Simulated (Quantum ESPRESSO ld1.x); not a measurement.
Q: The indium ion In39+, configuration [Ne]. Method: scalar-relativistic Kohn-Sham, LDA (Slater exchange, Perdew-Zunger correlation), spin-polarised, spherical densities, point nucleus; computed with ld1.x of Quantum ESPRESSO 7.5. Some entries of the table are withheld. Estimate them.

orbital  occ.  eigenvalue (eV)  <r> (bohr)  <1/r> (bohr^-1)
1s          2       -30211.981     0.02971            51.84
2s          2        -6484.320         (1)            12.05
2p          6        -6091.350      0.1096            11.59
3s          0        -2660.203      0.3010            4.991
3p          0        -2540.308         (2)            4.829

A: 
(1) 2s <r> (bohr): 0.1261
(2) 3p <r> (bohr): 0.2900
